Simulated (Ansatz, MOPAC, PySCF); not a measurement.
System: AlF₄ (anion, charge -1), singlet: flattening of a tetrahedron along the D2d path, bond length relaxed. Scanned: the two opposite F-Al-F angles (109.47 = tetrahedral, 180 = square planar). Other coordinates (Al-F bond length) were minimised at PBE0/def2-TZVP.

Levels of theory: RKS-B3LYP/6-31G* = restricted B3LYP/6-31G*, spherical d (PySCF); PM3, restricted, heats of formation (MOPAC); RKS-B3LYP/3-21G = restricted B3LYP/3-21G (PySCF); CCSD(T)/aug-cc-pVTZ = Ansatz (an electronic-structure program) with CCSD(T) on RHF/aug-cc-pVTZ, frozen core.

Energies relative to the lowest point of each profile, in kJ/mol; the last columns give the difference from CCSD(T):

```csv
a / °,RKS-B3LYP/6-31G*,PM3,RKS-B3LYP/3-21G,CCSD(T)/aug-cc-pVTZ,RKS-B3LYP/6-31G* − CCSD(T)/aug-cc-pVTZ,PM3 − CCSD(T)/aug-cc-pVTZ,RKS-B3LYP/3-21G − CCSD(T)/aug-cc-pVTZ
90,58.1,50.4,64.2,54.2,3.9,-3.9,10.0
96.50,23.8,22.5,27.0,22.0,1.8,0.5,5.0
101.50,8.5,8.4,9.8,7.8,0.7,0.5,1.9
106.34,1.3,1.2,1.4,1.2,0.1,0.1,0.2
109.47,0.0,0.0,0.0,0.0,0.0,0.0,0.0
116.50,5.5,5.6,6.6,5.3,0.3,0.4,1.4
123,19.3,19.2,22.4,18.1,1.2,1.1,4.3
133,52.6,51.1,58.9,48.6,3.9,2.5,10.2
143,93.5,91.2,101.7,86.1,7.4,5.1,15.6
153,135.2,133.3,142.7,124.3,10.9,9.1,18.5
163,170.2,170.3,175.6,157.0,13.2,13.3,18.6
173,192.1,194.0,195.2,177.8,14.3,16.2,17.4
180,196.8,199.2,199.5,182.4,14.4,16.8,17.1
```

RKS-B3LYP/6-31G* is furthest from CCSD(T)/aug-cc-pVTZ at 180 (14.4 kJ/mol, above); its mean absolute difference over the points is 5.5 kJ/mol.

PM3 is furthest from CCSD(T)/aug-cc-pVTZ at 180 (16.8 kJ/mol, above); its mean absolute difference over the points is 5.3 kJ/mol.

RKS-B3LYP/3-21G is furthest from CCSD(T)/aug-cc-pVTZ at 163 (18.6 kJ/mol, above); its mean absolute difference over the points is 9.2 kJ/mol.
